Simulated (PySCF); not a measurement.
**Rb⁻ (rubidium, charge -1) across methods**

[Kr] 5s2, closed-shell 1S. Calculation: PySCF 2.14, in aug-cc-pVTZ-X2C (8s7p5d2f, 68 functions); the spin-free X2C one-electron Hamiltonian (Gaussian nucleus).

| method | E (hartree) | mean ε 4s (eV) | mean ε 4p (eV) | mean ε 5s (eV) | Σ⟨r²⟩ (bohr²) | ⟨S²⟩ |
| --- | --- | --- | --- | --- | --- | --- |
| wB97M-V | -2980.80 | -33.786 | -16.411 | -0.446 | 146.2 | 0.000 |
| r2SCAN | -2981.01 | -29.605 | -13.126 | 0.644 | 152.0 | 0.000 |
| UHF | -2979.14839 | -39.454 | -18.829 | -0.245 | 176.3 | 0.000 |
| PBE | -2980.66 | -28.254 | -12.340 | 0.697 | 148.2 | 0.000 |
| LDA | -2977.01 | -28.225 | -12.298 | 0.667 | 144.9 | 0.000 |
| BP86 | -2981.40 | -28.287 | -12.354 | 0.631 | 145.4 | 0.000 |
| revPBE | -2980.84 | -28.327 | -12.421 | 0.699 | 150.6 | 0.000 |
| PBE0 | -2980.73 | -31.274 | -14.158 | 0.360 | 147.6 | 0.000 |

Question: Estimate the same row for PW91.

Answer: E (hartree) = -2981.24; mean ε 4s (eV) = -28.315; mean ε 4p (eV) = -12.380; mean ε 5s (eV) = 0.693; Σ⟨r²⟩ (bohr²) = 147.6; ⟨S²⟩ = 0.000.

The highest occupied level is positive at r2SCAN, PBE, PW91, LDA, BP86, revPBE, PBE0: only the finite basis holds that electron, which in a density functional comes from self-interaction.
